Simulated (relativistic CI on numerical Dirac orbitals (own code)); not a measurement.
Hyperfine structure of Sm XXV, mass number 149

Computed by Dirac-Coulomb-Breit CI, orbitals from a KLI potential per configuration, model QED, unscaled Slater integrals (own radial code, finite nucleus).

CI space (outside the closed core [Ar] 3d10): 4s2 4p6 4d2, 4s2 4p5 4d3, 4s2 4p6 4d 4f, 4s 4p6 4d3, 4s2 4p5 4d2 4f, 4s 4p6 4d2 4f, 4s2 4p6 4d 5s, 4s2 4p6 4d 5p, 4s2 4p6 4f 5s, 4s2 4p6 4f2, 4s2 4p5 4f3, 4s 4p6 4f3, 4s2 4p6 4f 5p, 4s2 4p5 4f2 5p, 4s 4p6 4f2 5p. Double excitations out of closed p, d and f shells are left out; levels of such configurations are missing from the list, as are those of other unlisted configurations, and high levels can miss mixing partners.

Nuclear spin I = 7/2, μ = -0.6677 μN, Q = 0.075 b (tables of Stone and Pyykkö). The electronic factors are computed for point nuclear moments, without core polarisation or the Bohr-Weisskopf and QED corrections.

```json
{"Level": "4s2 4p6 4d2 3F_2", "E (cm⁻¹)": "0.0", "A (MHz)": "-2231", "B (MHz)": "117"}
{"Level": "4s2 4p6 4d2 3F_3", "E (cm⁻¹)": "46798.4", "A (MHz)": "-1290", "B (MHz)": "260"}
{"Level": "4s2 4p6 4d2 3F_4", "E (cm⁻¹)": "73393.6", "A (MHz)": "-1255", "B (MHz)": "817"}
{"Level": "4s2 4p6 4d2 3P_1", "E (cm⁻¹)": "78230.6", "A (MHz)": "45.25", "B (MHz)": "264"}
{"Level": "4s2 4p6 4d2 1G_4", "E (cm⁻¹)": "118189.5", "A (MHz)": "-1052", "B (MHz)": "1080"}
```

Levels with J = 0, under 50 % of one LS term, or S terms without an open s electron are left out. Small factors come from cancelling terms and can be off by tens of per cent or more.

At this charge energies of transitions that change n are usually good to better than 1 %, and those within a shell (Δn = 0) to a few per cent. Terms inside the open d or f shell come out 10 to 20 % too wide with unscaled integrals.

Give the hyperfine levels of 4s2 4p6 4d2 3F_2 relative to its centre of gravity.

With K = F(F + 1) − I(I + 1) − J(J + 1), E = AK/2 + B[¾K(K + 1) − I(I + 1)J(J + 1)]/[2I(2I − 1)J(2J − 1)]: F = 3/2: 20150, F = 5/2: 14520, F = 7/2: 6661, F = 9/2: -3387, F = 11/2: -15590 MHz.

LS names give the leading component of a level, which can be under half, so a name can repeat, a term be missing and a line seem to break the LS rules.
